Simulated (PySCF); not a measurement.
Job file and geometry (Å, from GFN2-xTB) of an NMR shielding run on SMILES CN([C@@H]1[Si@H](C(=C)CF)C1)C, C7H14FNSi, GIAO PBE0/pcSseg-1 NMR shielding, non-relativistic, gas phase (PySCF); density fitting, a coarse starting grid and PySCF grid level 2 are the driver's defaults:

```
$ OMP_NUM_THREADS=1 python probes_run.py task.json out

{"job": {"kind": "nmr", "xc": "PBE0", "basis": "pcSseg-1"}, "charge": 0, "multiplicity": 1}
C      3.164873     0.285985    -1.107861
C      2.114084     0.160487    -0.306199
C      1.851041    -1.101136     0.459524
F      2.686113    -2.128702     0.087059
Si     0.851246     1.523782    -0.081066
C     -0.286817     1.449121     1.420172
C     -0.964578     1.010940     0.116333
N     -1.300517    -0.382417     0.015710
C     -1.478568    -0.785277    -1.364186
C     -2.463012    -0.715334     0.817365
H      3.351295     1.193488    -1.656234
H      3.873494    -0.514687    -1.247145
H      0.821907    -1.441402     0.300705
H      2.015373    -0.940342     1.531826
H      1.158316     2.808961    -0.687191
H     -0.673658     2.353630     1.866833
H     -0.149197     0.666016     2.152075
H     -1.751977     1.687645    -0.233832
H     -2.316344    -0.264095    -1.853465
H     -0.565361    -0.566077    -1.917232
H     -1.668329    -1.857797    -1.402660
H     -2.293417    -0.392171     1.842445
H     -3.381590    -0.235197     0.445630
H     -2.606113    -1.795656     0.808949
```

Question: Write the output of this run.

Answer: 
```
coarse grid: 20056 points
cycle   1  E = -718.3598304257  dE =  1.167e+00  |g| = 6.020e-01  |ddm| = 4.352e+00
cycle   2  E = -718.3171266224  dE =  4.270e-02  |g| = 7.776e-01  |ddm| = 1.229e+00
cycle   3  E = -718.4389784039  dE = -1.219e-01  |g| = 9.117e-02  |ddm| = 7.520e-01
cycle   4  E = -718.4404587511  dE = -1.480e-03  |g| = 4.189e-02  |ddm| = 1.205e-01
cycle   5  E = -718.4408833289  dE = -4.246e-04  |g| = 8.980e-03  |ddm| = 4.308e-02
cycle   6  E = -718.4408981964  dE = -1.487e-05  |g| = 4.179e-03  |ddm| = 9.764e-03
cycle   7  E = -718.4409022436  dE = -4.047e-06  |g| = 7.836e-04  |ddm| = 3.683e-03
final grid: 188192 points
cycle   8  E = -718.5072774422  dE = -6.499e-05  |g| = 9.828e-03  |ddm| = 4.143e-02
cycle   9  E = -718.5072664689  dE =  1.097e-05  |g| = 1.197e-02  |ddm| = 1.997e-02
cycle  10  E = -718.5073017704  dE = -3.530e-05  |g| = 1.574e-03  |ddm| = 1.200e-02
cycle  11  E = -718.5073023006  dE = -5.302e-07  |g| = 3.713e-04  |ddm| = 1.950e-03
cycle  12  E = -718.5073023299  dE = -2.935e-08  |g| = 1.296e-04  |ddm| = 4.056e-04
cycle  13  E = -718.5073023334  dE = -3.479e-09  |g| = 4.638e-05  |ddm| = 1.615e-04
cycle  14  E = -718.5073023339  dE = -5.123e-10  |g| = 1.276e-05  |ddm| = 5.070e-05
converged SCF energy = -718.5073023339

GIAO shielding tensors (ppm)
atom      isotropic    diamagn.    paramagn.     s11        s22        s33       span
  0 C       53.899     248.433    -194.534    -73.864     60.586    174.975    248.839
  1 C       38.506     267.301    -228.794    -67.605     27.441    155.683    223.288
  2 C       98.925     246.060    -147.135     70.437     77.468    148.870     78.433
  3 F      425.225     468.619     -43.395    389.901    434.760    451.013     61.112
  4 Si     465.170     884.281    -419.110    351.908    368.096    675.507    323.598
  5 C      179.500     257.421     -77.921    152.145    185.987    200.368     48.223
  6 C      140.455     255.698    -115.243    103.422    118.248    199.694     96.272
  7 N      217.540     321.862    -104.322    185.490    217.483    249.648     64.158
  8 C      136.737     248.739    -112.002    108.581    116.545    185.085     76.504
  9 C      141.260     246.292    -105.032    112.728    125.089    185.962     73.233
 10 H       25.539      29.941      -4.402     21.373     24.675     30.570      9.198
 11 H       25.116      29.657      -4.541     21.659     23.685     30.005      8.345
 12 H       25.828      32.170      -6.342     18.263     24.567     34.654     16.390
 13 H       26.740      30.040      -3.300     21.785     27.881     30.552      8.767
 14 H       28.188      31.316      -3.128     22.731     25.854     35.980     13.249
 15 H       30.864      31.682      -0.818     25.418     26.171     41.003     15.585
 16 H       31.080      34.175      -3.095     27.404     28.514     37.322      9.918
 17 H       29.835      33.982      -4.147     25.086     28.588     35.832     10.746
 18 H       29.534      30.722      -1.188     26.306     26.654     35.642      9.337
 19 H       29.118      32.833      -3.715     24.186     29.154     34.013      9.827
 20 H       29.283      31.518      -2.235     25.625     25.800     36.423     10.798
 21 H       28.940      30.918      -1.978     23.820     28.195     34.806     10.986
 22 H       29.998      29.375       0.623     26.748     26.886     36.360      9.613
 23 H       29.261      30.121      -0.860     24.658     26.555     36.569     11.912
```

Question: Turn these shieldings into chemical shifts. Referencing at the same level of theory: 13C (186.93 ppm), 29Si (349.16 ppm), 1H (31.72 ppm) vs TMS; CFCl3 for 19F (170.95 ppm); 15N (267.73 ppm) against NH3.

Answer: Averaging equivalent atoms: C 1: 148.4; C 0: 133.0; C 2: 88.0; C 8/9: 47.9; C 6: 46.5; C 5: 7.4; F 3: -254.3; Si 4: -116.0; N 7: 50.2; H 11: 6.60; H 10: 6.18; H 12: 5.89; H 13: 4.98; H 14: 3.53; H 18/19/20/21/22/23: 2.36; H 17: 1.88; H 15: 0.85; H 16: 0.64 ppm. Unscaled 19F shifts against computed CFCl3 carry errors that often reach 10 to 50 ppm. Experimental scales use liquid or dissolved standards, which lie at an offset from isolated NH3 (liquid NH3: subtract about 20 ppm).

Size and cost of the density-fitted run: 247 basis functions, 94 s wall time on 1 thread of an AMD EPYC 7R43 64-Core, shared host; peak memory 1.2 GiB.
